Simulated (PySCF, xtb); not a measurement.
3-fluorothiophene (C4H3FS), SMILES Fc1ccsc1.

GFN2-xTB run with xtb at its own geometry gives an orbital gap of 3.93 eV and a dipole moment of 1.53 D.

Coordinates come from a B3LYP-D3(BJ)/def2-SVP optimisation.

Problem. What does PBE/def2-TZVP in PySCF give? (An estimate is asked for; the answer gives what the named calculation found.)

Solution. gap 4.33 eV (levels -5.84 and -1.51 eV), dipole 1.04 D.
